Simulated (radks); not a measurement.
Values are calculated unless marked as measured or tabulated.
Spherical jellium clusters: N electrons in a uniform positive sphere of charge N and radius rs N^(1/3), rs = 2.21 bohr. Level of theory: non-relativistic Kohn-Sham, LDA (Slater exchange, Perdew-Wang correlation), spin-polarised, spherical densities (a radial shooting solver with Libxc functionals). Levels are named by radial order and angular momentum (1s, 1p, 1d, 2s, ...), and open shells are averaged over m.

N = 8, configuration 1s2 1p6. This is the lowest configuration that the search found. Occupied and some empty levels:

| level | occupation | eigenvalue (eV) | <r> (bohr) |
|---|---|---|---|
| 1s | 2 | -8.7555 | 3.029 |
| 1p | 6 | -4.9569 | 3.992 |
| 2s | 0 | -1.3808 | 6.227 |
| 1d | 0 | -1.2029 | 5.419 |

Energy (eV): total -6.53046, kinetic 34.823, external -442.64, Hartree 208.99, exchange-correlation -44.106, background 236.41. Static polarisability (adiabatic kernel): 166.4 bohr^3, against R^3 = 86.35 for a classical metal sphere.
